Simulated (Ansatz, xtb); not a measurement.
**C2H6InN: which of two structures lies lower**

We compare X, a singlet given by its coordinates, with Y, a singlet given by its coordinates. Both are isolated molecules in the gas phase, relaxed with PBE0-D4/def2-SVP.

X (Å):

```xyz
10

C    -0.7971   -1.8579   -1.6085
C     0.2415   -1.0535   -1.3264
In    0.0219   -1.1100    1.8032
N     0.6984   -0.6586   -0.0851
H    -1.4201   -2.3053   -0.8284
H    -1.0438   -2.0850   -2.6459
H     0.8166   -0.6448   -2.1689
H     1.5026   -0.0447   -0.1396
H     0.9875   -0.3269    2.9924
H    -1.3338   -2.1444    1.9603
```

Close contacts (Å): C1–C2 1.34, C2–N4 1.38, In3–N4 2.06, C1–H5 1.09, C1–H6 1.09, C2–H7 1.10, In3–H9 1.72, In3–H10 1.71, N4–H8 1.01.

Y (Å):

```xyz
10

C    -0.9343    1.6238   -1.4154
C    -0.3550    0.6216   -0.5452
In    1.0788   -1.8546    1.6078
N     0.1060   -0.1757    0.1479
H    -0.6719    2.6286   -1.0548
H    -0.5507    1.4978   -2.4379
H    -2.0287    1.5210   -1.4273
H     0.5171   -3.2219    0.6901
H     0.1993   -1.3720    3.0294
H     2.7225   -1.3199    1.4084
```

Close contacts (Å): C1–C2 1.45, C2–N4 1.15, In3–N4 2.43, C1–H5 1.10, C1–H6 1.10, C1–H7 1.10, In3–H8 1.74, In3–H9 1.74, In3–H10 1.74.

**Question.** Estimate E(Y) − E(X) at the level CCSD(T)/def2-SVP + ΔMP2/def2-TZVPP.

**Answer.** CCSD(T)/def2-SVP + ΔMP2/def2-TZVPP gives E(Y) − E(X) = +0.003 eV, slightly favouring structure X, which is too small a margin to settle the true order.

The same difference at several levels:

```tsv
level	geometry	E(Y) − E(X) (eV)	departure from the last row (eV)	job, with rough time for the two
GFN2-xTB	GFN2-xTB	−0.186	−0.189	optimisation, 0.17 s
HF/STO-3G	GFN2-xTB	−0.549	−0.551	single point, 0.85 s
r2SCAN-D4/def2-SVP	GFN2-xTB	+0.121	+0.118	single point, 4.1 s
PBE0-D4/def2-SVP	PBE0-D4/def2-SVP	+0.190	+0.187	optimisation, 62 s
HF/def2-SVP	PBE0-D4/def2-SVP	−0.289	−0.292	part of the CCSD(T) run
MP2/def2-SVP	PBE0-D4/def2-SVP	−0.292	−0.295	part of the CCSD(T) run
CCSD(T)/def2-SVP	PBE0-D4/def2-SVP	−0.243	−0.245	single point
CCSD(T)/def2-SVP + ΔMP2/def2-TZVPP	PBE0-D4/def2-SVP	+0.003		single point, 32 s
```

The largest departure from CCSD(T)/def2-SVP + ΔMP2/def2-TZVPP is that of HF/STO-3G, 0.551 eV. A small imaginary or near-zero mode remains, so no thermal terms are given. The last row adds to CCSD(T) the change of the MP2 difference between the two basis sets, here +0.245 eV, a large step that makes the value less sure.

The correlated steps freeze 7 core orbitals; the filled d shell of In is correlated, in a basis made for valence electrons. Atoms past krypton carry core potentials in the def2 sets, other sets are all-electron and non-relativistic, and no spin–orbit term is included. Programs: Ansatz 0.2.0, xtb 6.7.1; the last row on 2 threads of Arm Neoverse V1 on a shared host.
